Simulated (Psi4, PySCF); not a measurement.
Here is a job for Psi4.
```
memory 2 GB

molecule mol {
0 2
  C    -0.026147   -0.685649   -0.014718
  C     0.009148    0.784300    0.016539
  H     0.988175   -1.110004   -0.015687
  H    -0.530880   -1.086909    0.864356
  H    -0.521552   -1.050091   -0.914004
  H     0.109216    1.306098    0.947834
  H     0.057037    1.348999   -0.893424
}

set basis 6-31g*
set reference uks
set scf_type pk
set puream true
set d_convergence 1e-8
set dft_radial_points 99
set dft_spherical_points 590

energy('pbe')
print_variables()
```

Problem. Give the equivalent PySCF input.

Solution. One answer among several that fit: 
```python
from pyscf import gto, scf, dft

mol = gto.M(
    atom='''
C    -0.026147   -0.685649   -0.014718
C     0.009148    0.784300    0.016539
H     0.988175   -1.110004   -0.015687
H    -0.530880   -1.086909    0.864356
H    -0.521552   -1.050091   -0.914004
H     0.109216    1.306098    0.947834
H     0.057037    1.348999   -0.893424
''',
    basis='6-31g*',
    charge=0,
    spin=1,
    verbose=4,
)

mf = dft.UKS(mol)
mf.xc = 'pbe'
mf.grids.atom_grid = (99, 590)
mf.grids.prune = None
mf.kernel()
```

Both were run: Psi4 gave -79.027793 Eh and PySCF -79.027793 Eh, 0.000 mEh apart.
